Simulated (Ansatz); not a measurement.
Consider the cleavage of the Si–Si bond: `[SiH3][SiH2][SiH2][SiH2][SiH2][SiH3]` + `[NH2][AlH2]` → `[AlH2][NH][SiH2][SiH3]` + `[SiH3][SiH2][SiH2][SiH3]`.

Gas-phase electronic energies from Ansatz, PBE0-D4/def2-TZVP geometries. CCSD(T)/CBS adds triple-zeta CCSD(T) − MP2 to the extrapolated MP2 energy (def2 sets, frozen cores). This one scheme is used for every species. Functionals use def2-TZVPP. B3LYP here is the variant with VWN-RPA as its local correlation; programs differ in this. Each species was taken in one conformer, which may not be the lowest.

(1) Is it downhill or uphill in electronic energy at CCSD(T)/CBS, and by how much? (An estimate is asked.)

(2) What do these levels give: r2SCAN-D4, B3LYP-D4, ωB97X-V, B2PLYP, PBE, r2SCAN, PBE0, B3LYP, HF/def2-TZVPP, SCS-MP2/def2-TZVPP, HF/CBS(def2), MP2/CBS(def2)? (An estimate is asked.)

Largest T1 diagnostic among the species: 0.014.

Results:

(1) Computed: Downhill: ΔE = -28.2 kJ/mol.

(2) Computed: r2SCAN-D4 -23.7, B3LYP-D4 -26.9, ωB97X-V -28.5, B2PLYP -39.5, PBE -19.6, r2SCAN -27.2, PBE0 -24.1, B3LYP -41.6, HF/def2-TZVPP -60.9, SCS-MP2/def2-TZVPP -41.4, HF/CBS(def2) -62.7, MP2/CBS(def2) -31.5 kJ/mol.

The D4 term adds +14.7 kJ/mol with B3LYP and +9.3 kJ/mol with PBE0; it sums over pairs of atoms, weighted by their polarisabilities, and B3LYP, whose exchange is more repulsive, gets the larger term. From PBE to PBE0 (25 % exact exchange), in def2-TZVPP and without D4, ΔE moves by −4.5 kJ/mol.
